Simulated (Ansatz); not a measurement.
A structure relaxed at PBE0-D4/def2-TZVP, charge 0, multiplicity 1:

```xyz
14

C    -0.567    0.682    1.654
Ge    0.134    0.323   -0.125
C     1.638   -0.911   -0.103
C    -1.250   -0.204   -1.384
Cl    0.923    2.222   -0.856
H     0.228    1.049    2.304
H    -0.982   -0.232    2.086
H    -1.353    1.436    1.602
H     2.422   -0.535    0.556
H     2.047   -1.021   -1.107
H     1.315   -1.890    0.257
H    -1.693   -1.156   -1.080
H    -0.826   -0.316   -2.383
H    -2.034    0.553   -1.419
```

Give its formula and SMILES.

C3H9ClGe, `[CH3][Ge]([CH3])([CH3])[Cl]`.

Point group (tolerance 0.08 Å, 0.16 Å for H)?

C3v.

Summarise the bond lengths by kind.

3 × C–Ge 1.945 Å; 9 × C–H 1.090 to 1.092 Å; 1 × Cl–Ge 2.182 Å.

Results of the Gaussian-basis code of Ansatz.
